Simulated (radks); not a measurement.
Q: Coherent X-ray form factor from a spherical all-electron density. Method: scalar-relativistic Kohn-Sham, BLYP, spin-unpolarised, spherical densities, finite nucleus; Fermi nuclear charge, rms radius of each element as measured or else 0.836 A^(1/3) + 0.57 fm; computed with a radial shooting solver on a logarithmic mesh with Libxc functionals.

| sin(theta)/lambda (1/angstrom) | f0 (electrons) |
|---|---|
| 0.05 | 38.530 |
| 0.1 | 37.211 |
| 0.15 | 35.284 |
| 0.2 | 33.035 |
| 0.25 | 30.718 |
| 0.3 | 28.507 |
| 0.4 | 24.723 |
| 0.5 | 21.828 |
| 0.6 | 19.576 |
| 0.8 | 15.993 |
| 1 | 12.944 |
| 1.25 | 9.894 |
| 1.5 | 7.834 |
| 2 | 5.807 |

The species is in the configuration that NIST lists as its ground one. Which atom or ion scatters so?

A: The molybdenum ion Mo3+, [Kr] 4d3. Extrapolating in s^2 from the first two rows gives f0(0) = 39.0, near the electron count 39; among species with that count, the fall with angle is slower the higher Z, and the table is that of Z = 42; from so few rows the species is fixed only to a neighbour or two.
